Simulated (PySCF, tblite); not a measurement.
Dissociation curve of SMILES B (H₃B). The B1–H4 bond (B1 also carries H, H; H4 carries nothing else) is stretched with both fragments frozen at the PBE0/def2-TZVP optimised geometry.

Methods: GFN2-xTB, 300 K electronic temperature (tblite); RHF/STO-3G = restricted Hartree-Fock/STO-3G (PySCF 2.14.0); RKS-B3LYP/6-31G* = restricted B3LYP/6-31G*, spherical d run with PySCF.

Energies are in eV, each relative to the lowest point of its own curve near equilibrium.

```json
[
 {"R / Å": "0.94", "GFN2-xTB": "1.125", "RHF/STO-3G": "1.237", "RKS-B3LYP/6-31G*": "1.256"},
 {"R / Å": "1.02", "GFN2-xTB": "0.368", "RHF/STO-3G": "0.439", "RKS-B3LYP/6-31G*": "0.505"},
 {"R / Å": "1.08", "GFN2-xTB": "0.105", "RHF/STO-3G": "0.130", "RKS-B3LYP/6-31G*": "0.194"},
 {"R / Å": "1.12", "GFN2-xTB": "0.024", "RHF/STO-3G": "0.029", "RKS-B3LYP/6-31G*": "0.076"},
 {"R / Å": "1.15", "GFN2-xTB": "0.000", "RHF/STO-3G": "0.000", "RKS-B3LYP/6-31G*": "0.025"},
 {"R / Å": "1.19", "GFN2-xTB": "0.006", "RHF/STO-3G": "0.013", "RKS-B3LYP/6-31G*": "0.000"},
 {"R / Å": "1.23", "GFN2-xTB": "0.046", "RHF/STO-3G": "0.078", "RKS-B3LYP/6-31G*": "0.015"},
 {"R / Å": "1.27", "GFN2-xTB": "0.112", "RHF/STO-3G": "0.186", "RKS-B3LYP/6-31G*": "0.062"},
 {"R / Å": "1.33", "GFN2-xTB": "0.244", "RHF/STO-3G": "0.415", "RKS-B3LYP/6-31G*": "0.182"},
 {"R / Å": "1.37", "GFN2-xTB": "0.350", "RHF/STO-3G": "0.604", "RKS-B3LYP/6-31G*": "0.287"},
 {"R / Å": "1.49", "GFN2-xTB": "0.713", "RHF/STO-3G": "1.300", "RKS-B3LYP/6-31G*": "0.681"},
 {"R / Å": "1.60", "GFN2-xTB": "1.090", "RHF/STO-3G": "2.049", "RKS-B3LYP/6-31G*": "1.101"},
 {"R / Å": "1.79", "GFN2-xTB": "1.776", "RHF/STO-3G": "3.455", "RKS-B3LYP/6-31G*": "1.861"},
 {"R / Å": "1.99", "GFN2-xTB": "2.482", "RHF/STO-3G": "4.943", "RKS-B3LYP/6-31G*": "2.632"},
 {"R / Å": "2.15", "GFN2-xTB": "3.007", "RHF/STO-3G": "6.070", "RKS-B3LYP/6-31G*": "3.199"},
 {"R / Å": "2.37", "GFN2-xTB": "3.648", "RHF/STO-3G": "7.466", "RKS-B3LYP/6-31G*": "3.893"},
 {"R / Å": "2.62", "GFN2-xTB": "4.248", "RHF/STO-3G": "8.804", "RKS-B3LYP/6-31G*": "4.558"},
 {"R / Å": "2.92", "GFN2-xTB": "4.791", "RHF/STO-3G": "10.067", "RKS-B3LYP/6-31G*": "5.200"},
 {"R / Å": "3.25", "GFN2-xTB": "5.194", "RHF/STO-3G": "11.081", "RKS-B3LYP/6-31G*": "5.744"},
 {"R / Å": "3.56", "GFN2-xTB": "5.427", "RHF/STO-3G": "11.745", "RKS-B3LYP/6-31G*": "6.131"},
 {"R / Å": "4.17", "GFN2-xTB": "5.620", "RHF/STO-3G": "12.514", "RKS-B3LYP/6-31G*": "6.633"}
]
```

At the longest distance, 4.17 Å, RHF/STO-3G lies highest above its minimum (12.514 eV) and GFN2-xTB lowest (5.620 eV).

The restricted form behind RHF/STO-3G, RKS-B3LYP/6-31G* keeps the bonding electrons paired and can't separate into open-shell fragments.
